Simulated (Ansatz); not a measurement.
All numbers were calculated with Ansatz.

C₂H₇GeN, SMILES `C[CH2][Ge][NH2]` at its PBE0-D4/def2-TZVP geometry, where that method's forces vanish. The species carries charge 0 and has multiplicity 1.

```tsv
atom	x (Å)	y (Å)	z (Å)
C1	-0.0395	1.4782	0.0841
C2	0.5857	0.2300	0.7047
Ge3	1.1195	-1.0628	-0.7384
N4	-0.4796	-1.9279	-0.8049
H5	-0.9626	1.2405	-0.4523
H6	-0.2852	2.2312	0.8388
H7	0.6352	1.9555	-0.6342
H8	-0.1113	-0.2491	1.4004
H9	1.4773	0.5031	1.2775
H10	-1.2704	-1.7372	-0.2072
H11	-0.6691	-2.6615	-1.4685
```

Q: For each bond, give half the difference of the two atoms' forces along it (eV/Å; positive pushes the atoms apart) under PBE-D4, r2SCAN-D4, B3LYP-D4, ωB97M-V in def2-TZVPP. (Estimate.)

A: The calculation gave: 
```tsv
bond	length (Å)	PBE-D4	r2SCAN-D4	B3LYP-D4	ωB97M-V
C1–C2	1.528	-0.01	0.14	0.19	0.24
C1–H5	1.094	0.11	-0.03	-0.07	-0.07
C1–H6	1.094	0.11	-0.03	-0.08	-0.10
C1–H7	1.095	0.11	-0.04	-0.06	-0.07
C2–Ge3	2.010	0.15	0.02	0.19	-0.07
C2–H8	1.095	0.09	-0.03	-0.11	-0.08
C2–H9	1.094	0.10	-0.04	-0.11	-0.08
Ge3–N4	1.819	0.25	0.02	0.27	0.04
N4–H10	1.009	0.17	0.02	-0.06	-0.04
N4–H11	1.007	0.17	0.02	-0.07	-0.02
```

B3LYP here is the variant with VWN-RPA as its local correlation; programs differ in this.
